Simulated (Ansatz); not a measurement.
AlClFH2N (`[NH2][Al]([F])[Cl]`). Total charge 0; spin multiplicity 1.

```csv
atom,x (Å),y (Å),z (Å)
N1,-0.952,0.298,-0.082
Al2,0.681,-0.312,0.018
F3,1.024,-1.821,-0.528
Cl4,2.214,0.841,0.821
H5,-1.731,-0.215,-0.461
H6,-1.237,1.210,0.232
```

Give the diagnostics of a CCSD(T)/def2-TZVPP run (frozen core, Ansatz 0.2.0). (An estimate is asked.)

Computed: T1 = 0.0103, largest single amplitude 0.020, largest double 0.030, (T) share of the correlation energy 3.4 %, 9 CCSD cycles. The RHF solution is stable towards an unrestricted one. T1 lies under the customary mark of 0.02 for closed shells.
